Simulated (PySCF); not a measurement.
Harmonic spectrum computed at PBE0 in the def2-SVPD basis family (core potentials from Rb on, PySCF, no spin–orbit coupling):

| ω (cm⁻¹) | IR (km/mol) |
| --- | --- |
| 105 | 2.4 |
| 130 | 13.1 |
| 223 | 26.0 |
| 226 | 0.0 |
| 249 | 6.4 |
| 456 | 0.0 |
| 465 | 329 |
| 560 | 128 |
| 580 | 99.0 |

Which molecule gave it? In each, all ligands are bound to the one heavy central atom.
A. GaF₄⁻ (singlet)
B. SbF₄⁻ (singlet)
C. AlF₄⁻ (singlet)
D. AsF₄⁻ (singlet)
E. IF₄⁻ (singlet)

B. It has C2v symmetry with Sb–F 1.965 Å (×2), Sb–F 2.057 Å (×2).
